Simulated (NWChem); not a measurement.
HSF2 cation; SMILES F[SH+]F

```xyz
4

F     -0.4891    -0.0220    -1.2029
S      0.4827    -0.0317     0.0000
F     -0.4891    -0.0220     1.2029
H      0.7424     1.3230     0.0000
```
Atoms are numbered in this order, from 1.

Coordinates come from a PBE0/def2-SVP optimisation.

 Unshifted, non-relativistic core excitations; the lowest 4 roots alone, so stronger bands may lie above.

Question: List the first S K-edge excitations from B3LYP/6-311G** (spherical d), restricted-window TDA (NWChem).

Answer: 
```
state  energy (eV)  dipole oscillator strength           leading excitation (squared amplitude)
-----  -----------  --------------------------  -----------------------------------------------
S1          2419.3                      0.0079    1s of atom 2 or its equivalents → LUMO (0.99)
S2          2419.7                      0.0072  1s of atom 2 or its equivalents → LUMO+1 (0.99)
S3          2422.8                      0.0042  1s of atom 2 or its equivalents → LUMO+2 (0.99)
S4          2428.2                      0.0018  1s of atom 2 or its equivalents → LUMO+3 (0.99)
```
